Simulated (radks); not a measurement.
Task: Radial electron density D(r) = 4 pi r^2 rho(r) of an atom or ion with 17 electrons. Method: Dirac Kohn-Sham, PBE, spin-unpolarised, spherical densities, point nucleus; computed with a radial shooting solver on a logarithmic mesh with Libxc functionals.

r (bohr),D(r) (e/bohr)
0.002015,1.604
0.002236,1.931
0.002501,2.354
0.002797,2.863
0.003129,3.473
0.0035,4.202
0.003914,5.069
0.004378,6.093
0.004897,7.297
0.005434,8.593
0.006078,10.20
0.006798,12.04
0.007604,14.14
0.008505,16.49
0.009513,19.08
0.01064,21.91
0.0119,24.92
0.01321,27.83
0.01477,31.02
0.01652,34.13
0.01848,37.06
0.02067,39.63
0.02312,41.71
0.02586,43.13
0.02892,43.80
0.03209,43.71
0.0359,42.89
0.04015,41.45
0.04491,39.68
0.05023,37.94
0.05618,36.66
0.06284,36.26
0.07029,37.04
0.07799,38.88
0.08724,41.88
0.09758,45.40
0.1091,48.64
0.1221,50.63
0.1365,50.53
0.1527,47.87
0.1708,42.73
0.1895,36.40
0.212,29.08
0.2371,22.66
0.2652,18.31
0.2967,16.52
0.3318,16.89
0.3712,18.24
0.4151,19.18
0.4606,18.70
0.5152,16.45
0.5763,12.83
0.6446,8.793
0.721,5.246
0.8064,2.697
0.902,1.180
1.009,0.4319
1.119,0.1423
1.252,0.03490
1.401,0.006729
1.567,0.0009940

What is the nuclear charge?

Result: Z = 35. The innermost maximum, from 1s, lies near gamma/Z bohr with gamma = sqrt(1 - (Z/c)^2) = 0.967, here 0.0276 bohr (found: 0.0301), and its height grows with Z. The density is that of the bromine ion Br18+ in [Ne] 3s2 3p5; the configuration itself is not fixed sharply by these data, and Z only to about a unit. D(r) has 3 maxima, at r = 0.0301, 0.129, 0.425 bohr, and minima at 0.0618, 0.306 bohr, inside which lie 2.08, 10.44 electrons.
